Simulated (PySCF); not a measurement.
## Electron correlation in S⁵⁺ (sulfur, charge +5)

[Ne] 3s1, 2S determinant. Computed with PySCF 2.14 in an uncontracted even-tempered set (20 s from 0.13 bohr⁻², ratio 2.5; 12 p from 0.17 bohr⁻², ratio 2.5; 5 d from 0.94 bohr⁻², ratio 2.7; 5 f from 1.4 bohr⁻², ratio 2.7), with the spin-free X2C one-electron Hamiltonian (Gaussian nucleus). Frozen: 1s2; 9 electrons correlated; the 23 highest virtual orbitals of each spin left out.

```
  level  correlation energy (mhartree)
   CCSD                        -304.58
    (T)                          -1.45
CCSD(T)                        -306.03
```

Diagnostics: T1 = 0.0016, D1 = 0.0059, largest double amplitude 0.006.

Is a single reference adequate?

Yes: T1 lies below 0.03 and no double amplitude reaches 0.07.
